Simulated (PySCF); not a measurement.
## Worked example: oscillator strength and radiative lifetime

SnHFBr₂, SMILES [F][SnH]([Br])[Br].

Geometry optimised at r2SCAN-D4/def2-SVP. The structure was generated by enumeration; whether it is a known compound was not checked. The def2 effective core potentials stand for the cores of Sn; spin–orbit coupling is left out.

TDA-CAM-B3LYP/def2-SVPD (PySCF) puts the first singlet state with f over 0.02 at 5.07 eV (vertical), with the transition dipole (0.000, 0.000, -0.442) in atomic units.

**Question.** Find the oscillator strength, the wavelength and the radiative lifetime that this transition would have in vacuum if emission retraced absorption.

**Answer.** 
|μ|² = 0.1954 au, so |μ| = 1.12 D. ΔE = 5.07/27.211 = 0.1863 hartree. f = (2/3) ΔE |μ|² = 0.024 (the program prints 0.024).
λ = 1239.84/5.07 = 245 nm; ν = 40892 cm⁻¹.
Einstein's coefficient A = 0.6670 ν² f s⁻¹ (ν in cm⁻¹) = 2.7e7 s⁻¹, so τ = 1/A = 37 ns. This state is S1. The figure is the radiative limit of this one transition; relaxation, internal conversion, crossing to triplets and a medium change what is measured.
